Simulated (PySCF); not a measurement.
Cl₂Ga (SMILES [Cl][Ga+][Cl]), charge +1, singlet, at a GFN2-xTB geometry (such geometries of metal compounds can be far from the true shape), with bond 2-1 at 1.25 times its length.

Here is a job for PySCF.
```python
from pyscf import gto, scf, dft

mol = gto.Mole()
mol.atom = '''
    Ga    0.00000000    0.00000000    0.00000000
    Cl    0.00000000    0.00000000    2.58774342
    Cl   -0.00000000   -0.00000000   -2.07019474
'''
mol.basis = '6-31g'
mol.charge = 1
mol.verbose = 4
mol.build()

mf = dft.RKS(mol)
mf.xc = 'pbe'
mf.kernel()
mo_i, mo_e, stable_i, stable_e = mf.stability(internal=True, external=True, return_status=True, nroots=6, tol=1e-6)
print('internally stable:', stable_i, ' externally stable:', stable_e)
if not stable_e:
    umf = mf.to_uhf() if not hasattr(mf, 'xc') else mf.to_uks()
    umf.scf_summary = {}
    umf.kernel(umf.make_rdm1(mo_e, umf.mo_occ))
```

Q: Give the Mulliken (on the basis functions themselves) charges in atom order at the level PBE/6-31G (PySCF).

A: Ga1 0.85, Cl2 0.01, Cl3 0.14

Q: Predict the HOMO-LUMO gap from PBE/6-31G.

A: 1.32 eV

Q: What nuclear repulsion energy does PBE/6-31G give?

A: 275.3110 Eh

Q: Predict the total energy from PBE/6-31G.

A: -2843.8899 Eh

Q: Estimate the HOMO energy that PBE/6-31G returns for this input.

A: -13.34 eV

Q: What is the computed number of basis functions (PBE/6-31G)?

A: 53

Q: Roughly what does it cost on one core?

A: around 15 core-seconds (rough).
